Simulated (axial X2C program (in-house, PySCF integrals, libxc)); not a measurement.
# Levels of GeTe⁻ by electron attachment to GeTe (EOM-EA-CCSD)

Calculated with an axial X2C code built on PySCF integrals: two-component X2C with atomic mean-field Coulomb and Gaunt terms, Gaussian nuclei, basis Te dyall-acv3z, Ge dyall-acv3z with contracted cores.

R = 2.155 Å (0.920 times 2.342 Å, the PBE0 minimum at charge 0 for the lowest determinant).

Levels of GeTe⁻ obtained by attaching an electron to GeTe:

```json
{"Ω": "1/2", "binding energy (eV)": "0.378", "above lowest (cm⁻¹)": "0", "attached spinor": "50% Ge pπ, 20% Te dπ, 13% Ge dπ", "one-particle weight": "0.94"}
{"Ω": "3/2", "binding energy (eV)": "0.218", "above lowest (cm⁻¹)": "1293", "attached spinor": "46% Ge pπ, 20% Te dπ, 15% Ge dπ", "one-particle weight": "0.94"}
{"Ω": "1/2", "binding energy (eV)": "-0.724", "above lowest (cm⁻¹)": "8893", "attached spinor": "66% Ge pσ, 22% Te pσ", "one-particle weight": "0.99"}
{"Ω": "1/2", "binding energy (eV)": "-0.883", "above lowest (cm⁻¹)": "10177", "attached spinor": "67% Ge sσ, 14% Te sσ, 12% Ge pσ", "one-particle weight": "0.98"}
{"Ω": "1/2", "binding energy (eV)": "-1.081", "above lowest (cm⁻¹)": "11771", "attached spinor": "84% Ge pπ, 13% Te pπ", "one-particle weight": "0.99"}
{"Ω": "3/2", "binding energy (eV)": "-1.088", "above lowest (cm⁻¹)": "11828", "attached spinor": "84% Ge pπ, 13% Te pπ", "one-particle weight": "0.99"}
{"Ω": "1/2", "binding energy (eV)": "-1.571", "above lowest (cm⁻¹)": "15723", "attached spinor": "65% Te pσ, 17% Ge pσ, 9% Te dσ", "one-particle weight": "0.99"}
```

Problem. Take the first Ω = 1/2 and Ω = 3/2 rows of π character: how far apart are they, and which lies lower?

Solution. E(3/2) − E(1/2) = 1293 − 0 = 1293 cm⁻¹ at EOM-EA-CCSD: regular, Ω = 1/2 lower. Splittings at this level can be off by ten to twenty per cent.

Negative binding energies belong to unbound states, resonances or levels that the basis set holds; within some tenths of an eV of zero the sign is not settled.

This point took 12 s on 1 thread of Arm Neoverse V1 (shared host).

Reference electrons by ω block (each with its −ω partner): 1/2: 27, 3/2: 12, 5/2: 3. 10 electrons of GeTe correlated (inner shells frozen), 92 natural virtual spinors (a truncated set); levels can be off by some tenths of an eV. Roots sought by Ω: (1/2: 5, 3/2: 4, 5/2: 2, 7/2: 1); the list ends where they run out and leaves out roots under 60 % one-particle weight. The solver can skip a root, and states that need a further excitation, which the method places far too high, are missing though they may lie low or lowest. T1 of the reference 0.021 (Lee–Taylor). Number of frozen shells: Te 4 s, 3 p, 2 d; Ge 3 s, 2 p, 1 d.
